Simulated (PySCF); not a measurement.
## In (indium, neutral) across methods

[Kr] 4d10 5s2 6s1, 2S determinant (an excited configuration). Computed with PySCF 2.14 in aug-cc-pVTZ-DK3 (8s7p5d2f, 68 functions), with scalar relativity by spin-free X2C-1e. The B2PLYP total includes its PT2 part (frozen core); its orbital energies are those of the SCF part.

```
method  E (hartree)  mean ε 5s β (eV)  mean ε 5s α (eV)  mean ε 6s α (eV)  Σ⟨r²⟩ (bohr²)   ⟨S²⟩
r2SCAN     -5880.62           -11.112           -11.012            -1.713          100.6  0.750
  PBE0     -5880.29           -11.714           -11.795            -2.010          101.8  0.750
 wB97X     -5880.82           -14.091           -14.119            -2.705          103.6  0.750
  BLYP     -5880.83           -10.898           -10.916            -1.513          100.3  0.750
  TPSS     -5880.37           -10.791           -10.824            -1.705          101.9  0.750
B2PLYP     -5879.94           -12.412           -12.510            -2.066          102.0  0.750
   LDA     -5874.76           -11.217           -11.273            -1.690          99.10  0.750
   PBE     -5880.22           -10.887           -10.946            -1.740          101.4  0.750
```

(1) Estimate the same row for UHF.

The outer electron is Rydberg-like, and this basis confines it to a smaller radius and binds it less than a complete one would.

Results:

(1) E (hartree) = -5877.93196; mean ε 5s β (eV) = -13.315; mean ε 5s α (eV) = -13.500; mean ε 6s α (eV) = -2.498; Σ⟨r²⟩ (bohr²) = 104.2; ⟨S²⟩ = 0.750.
